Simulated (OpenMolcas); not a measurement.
**Fe5+, Ru5+, Os5+: d3 down the group**

```yaml
Program: OpenMolcas 26.06
Method: SS-RASPT2, IPEA 0.25 Eh, imaginary shift 0.1 Eh
Basis: ANO-RCC-VQZP
Scalar_Hamiltonian: DKH2, point nucleus
Spin-orbit_coupling: RASSI with atomic mean-field integrals over the reference wave functions, term energies averaged over their components
```

Active space for each ion: 9 electrons in 8 orbitals (RAS1 p, at most 2 holes; RAS2 d); closed shells correlated by CASPT2: Fe5+ 3s; Ru5+ 4s; Os5+ 5s.

Computed levels in cm-1 above 4F 3/2:

```json
{"Level": "4F 5/2", "Fe5+": "534", "Ru5+": "1434", "Os5+": "6560"}
{"Level": "4F 7/2", "Fe5+": "1251", "Ru5+": "3160", "Os5+": "11690"}
{"Level": "4F 9/2", "Fe5+": "2130", "Ru5+": "5040", "Os5+": "14980"}
{"Level": "4P 1/2", "Fe5+": "19480", "Ru5+": "13790", "Os5+": "17280"}
{"Level": "4P 5/2", "Fe5+": "20330", "Ru5+": "16010", "Os5+": "25560"}
{"Level": "2G 7/2", "Fe5+": "20980", "Ru5+": "16010", "Os5+": "23480"}
{"Level": "2G 9/2", "Fe5+": "21700", "Ru5+": "16980", "Os5+": "37840"}
{"Level": "2P 3/2", "Fe5+": "26900", "Ru5+": "24720", "Os5+": "40890"}
{"Level": "2P 1/2", "Fe5+": "27000", "Ru5+": "20370", "Os5+": "29510"}
{"Level": "weight of 4F in the lowest level (%)", "Fe5+": "100", "Ru5+": "98", "Os5+": "82"}
```

Mixed levels, with the weight of the term that names them: Fe5+ 2P 3/2 (66 %), Ru5+ 2G 9/2 (71 %), Ru5+ 2P 3/2 (50 %), Os5+ 4F 9/2 (56 %), Os5+ 4P 1/2 (67 %), Os5+ 2G 9/2 (57 %), Os5+ 2P 3/2 (55 %), Os5+ 2P 1/2 (67 %).

Measured, with the error of the calculation in %. Measured levels: Fe5+ from Corliss and Sugar, J. Phys. Chem. Ref. Data 11, 135 (1982); Os5+ from the list in Brasseur, Palmeri and Quinet, Atoms 13, 11 (2025).

```csv
Level,Fe5+,Os5+
4F 5/2,511 (+4.4),6397 (+2.6)
4F 7/2,1188 (+5.2),11444 (+2.2)
4F 9/2,2001 (+6.3),14678 (+2.0)
4P 1/2,18738 (+3.9),16772 (+3.0)
4P 5/2,19611 (+3.7),24828 (+2.9)
2G 7/2,20616 (+1.7),22920 (+2.5)
2G 9/2,21315 (+1.8),37019 (+2.2)
2P 3/2,26215 (+2.6),40203 (+1.7)
2P 1/2,26496 (+1.9),28860 (+2.3)
```

The fine-structure level 4F 9/2 changes by a factor of 7.03 from Fe5+ to Os5+.

Without spin-orbit coupling 4P lies 18790, 12220, 11680 cm-1 above 4F in that order; the difference to the level 4P 1/2, of either sign, comes from spin-orbit coupling, which also lowers the zero.

Term energies are means over components that CASPT2 splits; among the terms shown or strongly mixed into the levels shown the widest spread is 330 cm-1 (3d3 4F, Fe5+). Active for correlation alone: 3p; no level in the range computed is led by a configuration that opens it, so any true level of that kind is missing (holds for Fe5+). Active for correlation alone: 4p; no level in the range computed is led by a configuration that opens it, so any true level of that kind is missing (holds for Ru5+). Active for correlation alone: 5p; no level in the range computed is led by a configuration that opens it, so any true level of that kind is missing (holds for Os5+). Computed and measured levels are paired by configuration, term and J; levels that our copy of the source lacks, or whose pairing is in doubt (as where it misses far off the trend of its configuration), stay unpaired and out of the deviations. Levels of configurations outside the active space are missing.
